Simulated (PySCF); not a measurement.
Sb(H)2(OH) (H3OSb), SMILES [OH][SbH2]. Geometry optimised at PBE0-D3(BJ)/def2-TZVP. The def2 effective core potentials stand for the cores of Sb; spin–orbit coupling is left out.

**Question.** Give the equilibrium geometry at PBE0-D3(BJ)/def2-TZVP (PySCF confirms it by a frequency run) as a Z-matrix, and its point group. (An estimate is asked for; the answer gives what the named calculation found.)

**Answer.** point group Cs.
```
Sb
O 1 1.9740
H 2 0.9600 1 109.59
H 1 1.7132 2 94.28 3 -134.56
H 1 1.7132 4 90.56 2 94.33
```
Charge 0, spin multiplicity 1.
